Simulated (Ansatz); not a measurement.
Geometry optimisation, RKS PBE-D4/def2-SVP in Ansatz 0.2.0.

Input file:

```yaml
crystal:
  periodic: [false, false, false]
  atoms:
    - { symbol: F, position_ang: [-0.5697, -1.2363, 1.18] }
    - { symbol: B, position_ang: [-0.2761, -0.5722, -0.0894] }
    - { symbol: Se, position_ang: [1.2971, 0.6429, -0.2179] }
    - { symbol: H, position_ang: [-0.8603, -0.7548, -1.0503] }
    - { symbol: H, position_ang: [0.4589, 1.8468, 0.1362] }
basis:
  gaussian: { orbitals: def2-SVP }
hamiltonian:
  xc: pbe
  dispersion: d4
relax:
  f_tol: 0.02
  max_steps: 50
```

Launched with:

```bash
$ ansatz run input.yaml --threads 1 --pin off --max-ram 2048MiB --backend cpu --events-out ev --progress --plain --runs-dir out
```

Problem. Where does it end, and by what steps?

Solution. It converged. After 12 steps the energy has fallen by 1.013 eV; H5 moved furthest, 0.80 Å.

```
step  energy less start (eV)  largest force component (eV/Å)  accepted
   0                  0.0000                           4.696       yes
   1                 -0.3635                           2.347       yes
   2                 -0.3819                           1.045       yes
   3                 -0.4402                           0.464       yes
   4                 -0.4528                           0.182       yes
   5                 -0.4808                           0.889       yes
   6                 -0.5078                           1.455       yes
   7                 -0.8202                           0.803       yes
   8                 -0.9859                           0.404       yes
   9                 -0.9909                           0.385       yes
  10                 -0.9881                           0.680        no
  11                 -1.0114                           0.073       yes
  12                 -1.0129                           0.009       yes
```

```xyz
5
Properties=species:S:1:pos:R:3
F -0.290 -1.636 0.837
B -0.275 -0.533 0.090
Se 1.105 0.792 0.443
H -1.112 -0.387 -0.779
H 0.622 1.691 -0.633
```

Whether the end is a true minimum wasn't checked by a vibrational analysis.

Time of the run: 11 s on 1 thread of Intel(R) Xeon(R) 6975P-C (Granite Rapids) (shared host), peak memory 0.14 GiB.
